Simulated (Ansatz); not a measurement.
Gas-phase electronic energies from Ansatz, PBE0-D4/def2-TZVP geometries. CBS: MP2 limit from def2 TZ/QZ plus the TZ coupled-cluster correction, frozen cores. This one scheme is used for every species. DFT in def2-TZVPP. HSE06 is defined as in plane-wave codes. For Ge outer-core shells are correlated without core-valence functions, which leaves a few kJ/mol of doubt a bond. Scalar relativity is left out up to krypton. One conformer a species, not always the lowest.

`C[S][GeH]([F])[Cl]` + `C#N` → `N#[C][GeH]([F])[Cl]` + CH₃SH  (formal exchange of groups at a Ge–S bond)

`C[S][GeH]([F])[Cl]`:

Z-matrix (Å, degrees):
```
C
S 1 1.818
H 1 1.090 2 105.7
H 1 1.089 2 111.0 3 -118.1
H 1 1.090 2 111.7 3 118.1
Ge 2 2.185 1 98.5 3 179.0
Cl 6 2.143 2 111.0 1 -56.3
F 6 1.726 2 105.7 1 -172.1
H 6 1.532 2 117.1 1 67.7
```

`C#N`:

Z-matrix (Å, degrees):
```
C
N 1 1.146
H 1 1.069 2 180.0
```

`N#[C][GeH]([F])[Cl]`:

```xyz
6

N     2.135   -0.116    1.339
C     1.166   -0.094    0.719
Ge   -0.409   -0.056   -0.367
F    -1.538   -1.079    0.425
Cl   -1.185    1.908   -0.335
H    -0.169   -0.563   -1.780
```

CH₃SH:

Cartesian coordinates in Å:
```
C 0.483 0.044 0.077
S -1.182 0.648 -0.278
H 0.536 -0.433 1.055
H 1.129 0.922 0.085
H 0.834 -0.638 -0.696
H -1.800 -0.543 -0.244
```

Problem. Is it downhill or uphill in electronic energy at CCSD(T)/CBS, and by how much? (Best estimate.)

Solution. Ansatz gave: Uphill: ΔE = +47.1 kJ/mol.

Problem. What do these levels give: LDA (SPW92), revPBE-D4, BLYP-D4, BLYP, PBE0, r2SCANh, HSE06, CAM-B3LYP, LC-ωPBE, MP2/def2-SVP, HF/def2-TZVPP, CCSD/def2-TZVPP? (Best estimate.)

Solution. Ansatz gave: LDA (SPW92) 51.4, revPBE-D4 52.3, BLYP-D4 50.8, BLYP 41.3, PBE0 45.4, r2SCANh 47.9, HSE06 45.5, CAM-B3LYP 39.0, LC-ωPBE 40.1, MP2/def2-SVP 38.8, HF/def2-TZVPP 33.2, CCSD/def2-TZVPP 37.3 kJ/mol.

Largest T1 diagnostic among the species: 0.014.

Leaving LDA and LC-ωPBE aside and taking each functional with its dispersion term where it has one, the values, not all of them listed here, spread over 10.8 kJ/mol, from B2PLYP to revPBE-D4. LDA lies +4.6 kJ/mol from PBE without D4. In def2-TZVPP, CCSD(T) changes the Hartree–Fock value by +6.0 kJ/mol (the triples alone add +1.9 kJ/mol) and MP2 by +9.4 kJ/mol. At CCSD(T), def2-SVP lies −10.1 kJ/mol from the extrapolated value and def2-TZVPP −7.9 kJ/mol.
